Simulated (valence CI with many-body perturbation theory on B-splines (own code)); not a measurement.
# Au LXVI: calculated level list

Computed by relativistic CI+MBPT: four valence electrons over a frozen Dirac-Fock core [Ne], radial functions for each j: 11 s, 11 p, 10 d, 8 f, 5 g, 2 h, with the one-electron correlation potential Σ1, the two-electron term Σ2, the three-electron term Σ3, Breit, model QED; selected CI, second order for the rest, scaled by the run's own slope (own B-spline code, finite nucleus).

No measured spectrum was set against this ion. As an estimate, large intervals hold to a few tenths of a per cent, small ones and those within an open d or f shell to about a per cent. Among the levels kept, up to 590 cm⁻¹ of a level comes from second order outside the variational space, and about a tenth of that is noise between levels of different J, which matters for small intervals.

Levels 1 to 45 of 167, with energies above the lowest level, (3s^2 3p1/2^2) J=0. "Leading %" is the weight of the configuration and term that name the level; weights of strongly mixed levels are sums over their largest components and can fall short. In the jj column 3d3/2^4 stands for four electrons in 3d with j = 3/2. Lifetimes count E1, E2, E3, M1 and M2 decay at the calculated energies, and are blank where another channel may lead or the interval is too uncertain; long ones can be off by a factor of two.

```csv
No.,Configuration,Term,J,E (eV),Leading %,Leading jj,Lifetime
1,3s2 3p2,3P,0,0.0,68,3s^2 3p1/2^2 (100 %),
2,3s2 3p2,3P,1,479.7,100,3s^2 3p1/2 3p3/2 (100 %),1.46 ns
3,3s2 3p2,1D,2,489.6,65,3s^2 3p1/2 3p3/2 (99 %),62.4 ns
4,3s 3p3,3P°,2,667.7,47,3s 3p1/2^2 3p3/2 (97 %),29.8 ps
5,3s 3p3,3D°,1,696.9,26,3s 3p1/2^2 3p3/2 (80 %),787 fs
6,3s2 3p 3d,3F°,2,718.8,74,3s^2 3p1/2 3d3/2 (99 %),79.5 ps
7,3s2 3p 3d,3D°,1,767.9,42,3s^2 3p1/2 3d3/2 (81 %),124 fs
8,3s2 3p 3d,3P°,2,850.5,46,3s^2 3p1/2 3d5/2 (98 %),2.18 ps
9,3s2 3p 3d,3F°,3,852.0,50,3s^2 3p1/2 3d5/2 (99 %),3.20 ps
10,3s 3p2 3d,3D,1,911.6,45,3s 3p1/2^2 3d3/2 (99 %),14.7 ps
11,3s 3p2 3d,3D,2,919.7,30,3s 3p1/2^2 3d3/2 (98 %),15.2 ps
12,3s2 3p2,3P,2,977.2,64,3s^2 3p3/2^2 (99 %),294 ps
13,3s2 3p2,1S,0,999.2,67,3s^2 3p3/2^2 (98 %),397 ps
14,3s 3p2 3d,3D,3,1038.0,36,3s 3p1/2^2 3d5/2 (99 %),2.87 ps
15,3s 3p2 3d,3F,2,1053.2,27,3s 3p1/2^2 3d5/2 (98 %),2.62 ps
16,3s 3p3,3D°,2,1136.8,49,3s 3p1/2 3p3/2^2 (96 %),1.10 ps
17,3s 3p3,3D°,3,1157.4,94,3s 3p1/2 3p3/2^2 (94 %),1.57 ps
18,3s 3p3,3P°,0,1169.4,85,3s 3p1/2 3p3/2^2 (85 %),873 fs
19,3s 3p3,1D°,2,1185.0,54,3s 3p1/2 3p3/2^2 (70 %),426 fs
20,3s 3p3,3P°,1,1185.9,32,3s 3p1/2 3p3/2^2 (81 %),517 fs
21,3s 3p3,3S°,1,1198.5,30,3s 3p1/2 3p3/2^2 (98 %),177 fs
22,3s2 3p 3d,3F°,3,1238.9,46,3s^2 3p3/2 3d3/2 (95 %),266 fs
23,3s2 3p 3d,3D°,2,1245.2,38,3s^2 3p3/2 3d3/2 (68 %),116 fs
24,3s2 3p 3d,3P°,1,1245.4,45,3s^2 3p3/2 3d3/2 (81 %),147 fs
25,3s2 3p 3d,3P°,0,1246.5,85,3s^2 3p3/2 3d3/2 (85 %),177 fs
26,3s2 3p 3d,3F°,4,1322.9,99,3s^2 3p3/2 3d5/2 (99 %),809 ps
27,3s2 3p 3d,3P°,2,1334.0,43,3s^2 3p3/2 3d5/2 (97 %),3.54 ps
28,3s2 3p 3d,3D°,3,1357.7,63,3s^2 3p3/2 3d5/2 (96 %),1.21 ps
29,3s 3p2 3d,5F,2,1359.9,27,3s 3p1/2 3p3/2 3d3/2 (73 %),1.98 ps
30,3s 3p2 3d,5D,0,1367.0,75,3s 3p1/2 3p3/2 3d3/2 (94 %),9.62 ps
31,3s2 3p 3d,1P°,1,1369.2,62,3s^2 3p3/2 3d5/2 (97 %),1.68 ps
32,3s 3p2 3d,5D,1,1369.8,50,3s 3p1/2 3p3/2 3d3/2 (99 %),8.57 ps
33,3s 3p2 3d,5F,3,1375.9,42,3s 3p1/2 3p3/2 3d3/2 (98 %),7.90 ps
34,3p4,3P,2,1382.9,32,3p1/2^2 3p3/2^2 (49 %),497 fs
35,3s 3p2 3d,3G,4,1394.7,31,3s 3p1/2 3p3/2 3d3/2 (96 %),26.0 ps
36,3p4,1S,0,1397.4,45,3p1/2^2 3p3/2^2 (69 %),408 fs
37,3s 3p2 3d,3F,2,1409.6,56,3s 3p1/2 3p3/2 3d3/2 (87 %),440 fs
38,3s 3p2 3d,3D,3,1417.3,32,3s 3p1/2 3p3/2 3d3/2 (96 %),252 fs
39,3s 3p2 3d,3P,1,1422.1,30,3s 3p1/2 3p3/2 3d3/2 (98 %),232 fs
40,3s 3p2 3d,3D,2,1425.3,24,3s 3p1/2 3p3/2 3d3/2 (85 %),163 fs
41,3s 3p2 3d,3G,3,1426.8,43,3s 3p1/2 3p3/2 3d3/2 (98 %),234 fs
42,3s 3p2 3d,3D,1,1428.3,46,3s 3p1/2 3p3/2 3d3/2 (98 %),197 fs
43,3s 3p2 3d,3D,1,1456.4,44,3s 3p1/2 3p3/2 3d3/2 (96 %),115 fs
44,3s 3p2 3d,3F,2,1456.9,28,3s 3p1/2 3p3/2 3d3/2 (72 %),126 fs
45,3s 3p2 3d,3P,0,1460.9,50,3s 3p1/2 3p3/2 3d3/2 (54 %),150 fs
```

The ionisation energy to 3s2 3p 2P°_1/2 of the next ion comes out as 7758.4 eV (NIST: 7760 ± 30 eV (theoretical)). All 167 levels together are meant to be complete up to 2205.6 eV.
